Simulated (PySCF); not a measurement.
**AlB3H7N3O3**

The system: AlB3H7N3O3, a molecule; neutral, singlet. The structure, one conformer, was relaxed in the gas phase by PBE0-D3(BJ)/def2-SVP. No frequency run checks that it is a minimum.

SMILES: [OH][Al]([OH])[O]B1NBNBN1

```
atom   x (Å)   y (Å)   z (Å)
  N1   1.678   0.455  -0.020
  B2   2.221   1.348  -0.984
  N3   1.321   1.924  -1.932
  B4  -0.076   1.627  -1.940
  N5  -0.565   0.728  -0.952
  B6   0.283   0.117   0.036
  O7  -0.191  -0.731   0.992
 Al8  -1.324  -1.804   1.635
  O9  -1.447  -2.058   3.305
 O10  -2.361  -2.642   0.592
 H11   2.292   0.036   0.666
 H12   3.402   1.613  -1.001
 H13   1.687   2.562  -2.625
 H14  -0.817   2.121  -2.760
 H15  -1.548   0.490  -0.957
 H16  -0.900  -1.628   3.964
 H17  -3.011  -3.274   0.902
```

Shieldings: GIAO PBE0/pcSseg-1. Shifts are against computed references at the same level: H TMS (σ 31.27 ppm). Core levels by delta-SCF with SCAN, pcX-2 on the ionised atom and pcseg-1 elsewhere, spin-free X2C; from the vacuum level, for chosen atoms.

(1) Give the shieldings and core levels atom by atom.

(2) By CAM-B3LYP/def2-SVPD (TDDFT singlets, Tamm-Dancoff triplets, ionisation by delta-SCF), where does absorption start, and what does vertical ionisation take?

Results:

(1) 
| atoms | bonded to | σ (ppm) | δ (ppm) | core level (eV) |
| --- | --- | --- | --- | --- |
| N1 | 2 B + 1 H | 138.0 | - | 1s 404.31 |
| B2 | 2 N + 1 H | 72.1 | - | 1s 195.53 |
| N3 | 2 B + 1 H | 126.3 | - | - |
| B4 | 2 N + 1 H | 72.1 | - | - |
| N5 | 2 B + 1 H | 137.5 | - | 1s 404.34 |
| B6 | 2 N + 1 O | 80.2 | - | 1s 196.64 |
| O7 | 1 Al + 1 B | 253.0 | - | 1s 537.62 |
| Al8 | 3 O | 479.9 | - | - |
| O9 | 1 Al + 1 H | 327.6 | - | - |
| O10 | 1 Al + 1 H | 331.1 | - | - |
| H11 | 1 N | 26.73 | 4.54 | - |
| H12 | 1 B | 26.57 | 4.70 | - |
| H13 | 1 N | 26.08 | 5.18 | - |
| H14 | 1 B | 26.57 | 4.69 | - |
| H15 | 1 N | 26.76 | 4.50 | - |
| H16 | 1 O | 29.97 | 1.30 | - |
| H17 | 1 O | 30.04 | 1.23 | - |

Values are those of this one static structure; atoms that internal rotation interchanges would show their mean in an NMR spectrum.

The core-hole state of B2 is spin-contaminated (⟨S²⟩ 0.81 against 0.75 for a pure doublet), so that value and differences from it are less sure.

(2) The lowest singlet lies at 6.57 eV (f 0.002), the strongest of the first 6 at 6.96 eV (f 0.024), the lowest triplet at 6.42 eV; vertical ionisation takes 9.75 eV.

The 3 runs behind this took 7.6 min in all, one thread each of Arm Neoverse V2 on a shared host, launched as `OMP_NUM_THREADS=1 python cluster_run.py task.json out`.
